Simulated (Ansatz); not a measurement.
Mulliken charges of C2H5GeN (`[NH2][GeH]1[CH]=[CH]1`) from r2SCAN/def2-TZVPP in Ansatz (PBE0-D4/def2-TZVP geometry).

```csv
atom,x (Å),y (Å),z (Å),charge (e)
N1,-0.952,1.254,-0.839,-0.425
Ge2,0.475,0.239,-0.278,0.245
C3,0.141,-1.530,0.334,-0.123
C4,0.319,-0.711,1.361,-0.124
H5,-1.091,1.225,-1.841,0.138
H6,-0.880,2.225,-0.565,0.138
H7,1.854,0.627,-0.827,-0.024
H8,-0.084,-2.581,0.197,0.087
H9,0.306,-0.793,2.442,0.087
```

Task: By hand: the dipole of these point charges (1 e Å = 4.8032 D).

Result: Σ q r = (0.167, -0.031, -0.004) e Å, of length 0.170 e Å = 0.82 D.

Task: How does the dipole of the full density compare? (Best estimate.)

Result: Ansatz gave: (0.074, 0.137, -0.120) e Å, 0.94 D; the point charges give 0.87 times that, at 75° from its direction.

Point charges leave out the atoms' own dipoles, such as those of lone pairs, and Mulliken's split depends on the basis, so the two needn't agree.
